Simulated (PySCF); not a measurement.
PySCF input file for AlClBr2, SMILES [Cl][Al]([Br])[Br], r2SCAN-D4/def2-SVP. The structure is a stationary point at r2SCAN-D4/def2-SVP. The structure was generated by enumeration; whether it is a known compound was not checked.

```python
import numpy as np
from pyscf import gto, scf, dft, df
from pyscf.hessian import thermo

mol = gto.M(
    atom='''
    Al    0.00000000   -0.00000000    0.42020984
    Cl    0.00000000    0.00000000    2.50645611
    Br    0.00000000    1.93842172   -0.68674974
    Br    0.00000000   -1.93842172   -0.68674974
    ''',
    basis='def2-SVP',
    charge=0,
    spin=0,
    max_memory=1600,
    verbose=3,
)
mf = dft.RKS(mol, xc='r2scan').density_fit(auxbasis='def2-universal-jkfit')
mf.disp = 'd4'
mf.grids.level = 4
mf.conv_tol = 1e-11
mf.max_cycle = 100
mf.kernel()

# analytic Hessian; the response equations are solved on a coarser grid
h, args, fine = mf.Hessian(), (mf.mo_energy, mf.mo_coeff, mf.mo_occ), mf.grids
h.max_memory = max(150, 2.5e-5 * df.make_auxmol(mol, mf.with_df.auxbasis).nao * mol.nelec[0] * (mol.nelec[0] + mol.nao))  # MB; small integral blocks
h1ao = h.make_h1(mf.mo_coeff, mf.mo_occ)
mf.grids = dft.Grids(mol).set(level=2).build(with_non0tab=True)
mo1, mo_e1 = h.solve_mo1(*args, h1ao)
mf.grids = fine
hess = h.hess_elec(*args, mo1, mo_e1, h1ao) + h.hess_nuc()
if mf.do_disp():
    hess += h.get_dispersion()
for i in range(mol.natm):  # the analytic DFT Hessian lacks the response of the grid: restore translational invariance
    hess[i, i] -= hess[i].sum(axis=0)
hess = (hess + hess.transpose(1, 0, 3, 2)) / 2
vib = thermo.harmonic_analysis(mol, hess, imaginary_freq=False)
thermo.dump_normal_mode(mol, vib)
th = thermo.thermo(mf, vib['freq_au'][vib['freq_au'] > 0], 298.15, 101325)
thermo.dump_thermo(mol, th)
g0 = mf.nuc_grad_method().set(verbose=0).kernel()

# dipole derivatives [dipole axis, atom, xyz] from the same response
r, irp = mol.intor('int1e_r'), mol.intor('int1e_irp').reshape(3, 3, mol.nao, mol.nao)
sl, dm0, ok = mol.aoslice_by_atom(), np.array(mf.make_rdm1()), []
dmu = np.einsum('a,xt->xat', mol.atom_charges(), np.eye(3))
for a, (_, _, p0, p1) in enumerate(sl):
    dmu[:, a] += 2 * np.einsum('xtij,ij->xt', irp[:, :, :, p0:p1], dm0.reshape(-1, mol.nao, mol.nao).sum(0)[:, p0:p1])
    for u, c, occ, f in [(mo1, mf.mo_coeff, mf.mo_occ, 4)]:
        dmu[:, a] -= f * np.einsum('tui,xuv,vi->xt', u[a], r, c[:, occ > 0], optimize=True)
L = vib['norm_mode']
ir = 974.8801 * (np.einsum('xat,kat->kx', dmu, L) ** 2).sum(1)       # km/mol
apt = np.einsum('xax->a', dmu) / 3
print('mode   freq/cm-1   IR/(km/mol)')
for k, w in enumerate(vib['freq_wavenumber']):
    print(f'{k + 1:4d} {w:11.2f} {ir[k]:13.3f}')
print('max |gradient| / (hartree/bohr):', abs(g0).max())
print('APT charges:', apt.round(4))
```

Program output:

```
converged SCF energy = -5850.24249493348

WARN: MGGA Hessian is sensitive to dft grids. grids.level 4 may not be dense enough.


WARN: DFTD4 does not support analytical Hessian, using finite difference.


WARN: Mole.unit (angstrom) is changed to Bohr

Mode                                 0                   1                   2
Irrep
Freq [cm^-1]                      101.2399            120.7568            182.3127
Reduced mass [au]                  54.6669             44.0669             28.6977
Force const [Dyne/A]                0.3301              0.3786              0.5620
Char temp [K]                     145.6617            173.7422            262.3074
Normal mode                   x     y     z       x     y     z       x     y     z
       0  Al                 0.00 -0.00 -0.07    0.00 -0.04  0.00    0.18  0.00  0.00
       1  Cl                -0.00  0.00 -0.07   -0.00  0.13  0.00   -0.05 -0.00  0.00
       2  Br                -0.00  0.06  0.03   -0.00 -0.02  0.04   -0.02 -0.00 -0.00
       3  Br                -0.00 -0.06  0.03   -0.00 -0.02 -0.04   -0.02  0.00  0.00
Mode                                 3                   4                   5
Irrep
Freq [cm^-1]                      277.2883            522.5455            600.2683
Reduced mass [au]                  49.7072             30.3652             29.5053
Force const [Dyne/A]                2.2518              4.8851              6.2639
Char temp [K]                     398.9561            751.8266            863.6524
Normal mode                   x     y     z       x     y     z       x     y     z
       0  Al                 0.00 -0.00  0.05    0.00 -0.18 -0.00   -0.00  0.00  0.16
       1  Cl                -0.00  0.00  0.10   -0.00  0.00 -0.00    0.00  0.00 -0.09
       2  Br                -0.00  0.05 -0.03   -0.00  0.03 -0.02    0.00  0.01 -0.01
       3  Br                -0.00 -0.05 -0.03   -0.00  0.03  0.02    0.00 -0.01 -0.01
temperature 298.1500 [K]
pressure 101325.00 [Pa]
Rotational constants [GHz] 1.67105 0.84163 0.55972
Symmetry number 2
Zero-point energy (ZPE) 0.00411 [Eh]   10792.778 [J/mol]
                           tot       elec      trans        rot        vib
Entropy [J/mol/K]       345.343      0.000    176.140    121.394     47.809
Cv [J/mol/K]             65.489      0.000     12.472     12.472     40.546
Cp [J/mol/K]             73.804      0.000     20.786     12.472     40.546
Internal energy [J/mol]                      3718.434   3718.434  18233.349
Internal energy [Eh]   -5850.23272  -5850.24249
Enthalpy [J/mol]                             6197.391   3718.434  18233.349
Enthalpy [Eh]          -5850.23177
Gibbs free energy [J/mol]                  -46318.687 -32475.105   3978.949
Gibbs free energy [Eh] -5850.27099
mode   freq/cm-1   IR/(km/mol)
   1      101.24         2.577
   2      120.76         5.045
   3      182.31        26.078
   4      277.29         1.983
   5      522.55       160.927
   6      600.27       148.279
max |gradient| / (hartree/bohr): 0.0002677154986935343
APT charges: [ 1.5376 -0.5543 -0.4931 -0.4931]
```

The calculation finished and met its thresholds.
